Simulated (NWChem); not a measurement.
## Atomisation of CH₄N

```
C
N 1 1.3974
H 2 1.0244 1 115.10
H 2 1.0244 3 110.20 1 132.18
H 1 1.1011 2 116.31 3 172.25
H 1 1.1011 5 117.67 2 -144.85
```
Charge 0, spin multiplicity 2.

Everything below was run with NWChem. Structure: optimised with UPBE/def2-SVP, a minimum by its harmonic frequencies. It is one conformer; others weren't searched.

Basis set: def2-TZVP. The atomisation energy is electronic alone: no zero-point, thermal, spin-orbit or counterpoise terms. No value is extrapolated to the basis-set limit. Free atoms are single determinants with multiplicities C 3, N 4, H 2.

B3LYP has NWChem's definition, with VWN1-RPA local correlation. The structure started from a generated list of species. The unpaired electrons of the parent sit in orbitals of symmetry a' (Cs labels of the run); other states weren't searched. No SCF solution was tested for a lower state.

Order these methods by the atomisation energy they give, lowest first: LDA (SVWN5), B3LYP, BHandHLYP, BP86, PBE.

BHandHLYP (468.1 kcal/mol), B3LYP (484.7 kcal/mol), PBE (494.2 kcal/mol), BP86 (502.9 kcal/mol), LDA (SVWN5) (554.1 kcal/mol)
